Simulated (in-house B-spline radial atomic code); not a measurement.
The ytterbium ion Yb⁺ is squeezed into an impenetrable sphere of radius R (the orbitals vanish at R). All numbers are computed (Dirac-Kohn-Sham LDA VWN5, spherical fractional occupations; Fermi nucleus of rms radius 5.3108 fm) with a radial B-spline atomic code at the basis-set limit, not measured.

Energies in eV above the free ion in [Xe] 4f14 6s1:

| R (bohr) | highest level (eV) | [Xe] 4f14 6s1 | [Xe] 4f14 5d1 | [Xe] 4f14 6p1 |
| --- | --- | --- | --- | --- |
| 9.29 | -9.45 | 0.01179 | 2.951 | 3.992 |
| 6.87 | -9.11 | 0.2628 | 3.142 | 4.861 |
| 5.43 | -7.57 | 1.468 | 3.795 | 7.466 |
| 4.11 | -1.28 | 7.565 | 6.807 | 17.19 |
| 3.39 | 10.2 | 21.46 | 14.43 | 35.54 |
| 2.83 | 32.8 | 55.96 | 36.13 | 75.99 |
| 2.65 | 45.7 | 78.89 | 51.69 | 101.5 |
| 2.34 | 80.1 | 149.3 | 102.4 | 177.6 |
| 1.79 | 227 | 548.2 | 418.5 | 592.1 |
| 1.52 | 401 | 1153 | 928.4 | 1208 |

(1) Does [Xe] 4f14 5d1 fall below [Xe] 4f14 6s1 under compression?

(2) Does [Xe] 4f14 6p1 fall below [Xe] 4f14 6s1 under compression?

The highest level is first positive in the row R = 3.39 bohr, pushed up by confinement above the zero of the free ion's potential. Each configuration is held fixed and needn't be the lowest in the sphere.

Results:

(1) Yes, between R = 5.43 and 4.11 bohr the order changes (near 4.43 bohr by linear interpolation).

(2) No, it stays above over the whole range.
